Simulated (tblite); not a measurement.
Task: What does the GFN2-xTB structure of `C=C[C@@H]1[SiH2]O[SiH2]OC1=O` look like in three dimensions?

Result: 
```
atom  x, y, z in Å
C1    -2.8103   -0.2553    0.8300
C2    -1.9124    0.2629    0.0115
C3    -0.4876   -0.1559   -0.0395
Si4    0.6742    0.9773    1.0140
O5     2.1625    0.4924    0.5817
Si6    2.6313   -0.4611   -0.6687
O7     1.2771   -0.7445   -1.5274
C8     0.0915   -0.0885   -1.4091
O9    -0.3744    0.4988   -2.3426
H10   -3.8322    0.0805    0.8386
H11   -2.5593   -1.0400    1.5255
H12   -2.1799    1.0455   -0.6843
H13   -0.3546   -1.1671    0.3535
H14    0.5281    2.3783    0.6458
H15    0.5282    0.6503    2.4250
H16    3.5648    0.3382   -1.4384
H17    3.0461   -1.7408   -0.1254
```

Any rigid rotation of these coordinates is as good. Atoms count from 1 in this order. The 6-membered ring C3–Si4–O5–Si6–O7–C8 has internal angles of 103.3° to 129.7° (sum 682°, against 720° for a flat polygon); it is puckered, 0.24 Å rms from its mean plane, widest ring torsion 71°. Si6 (oxygen-bound silicon) is distorted tetrahedral (angles from 105.4° to 120.1°). The 2 C–O bonds span 1.197 Å (C8=O9, drawn double) to 1.360 Å (O7–C8, drawn single), a spread of 0.163 Å. Of the pairs four or more bonds apart, O9···H12 is among the closest relative to their van der Waals radii: 2.51 Å, 92 % of the sum of Bondi's values.

Bonds between heavy atoms (Å): C1=C2 1.321, C2–C3 1.486, C3–Si4 1.935, Si4–O5 1.624, O5–Si6 1.641, Si6–O7 1.628, O7–C8 1.360, C8=O9 1.197, C3–C8 1.489.

Structure optimised with GFN2-xTB, isolated species.

Point group: C1 (no symmetry element, even within 0.4 Å). Its GFN2-xTB frequencies are all real (lowest 53 cm⁻¹). One conformer, not necessarily the lowest (C1–C2–C3–Si4 -96°, C2–C3–Si4–O5 -170°, C3–Si4–O5–Si6 13°, Si4–O5–Si6–O7 5°, O5–Si6–O7–C8 13°).

The run took 0.86 s on one thread, Arm Neoverse V1 (aarch64), no GPU, shared host with 32 logical CPUs at a one-minute load of 28. This is the geometry optimisation.

All values are computed, not measured.
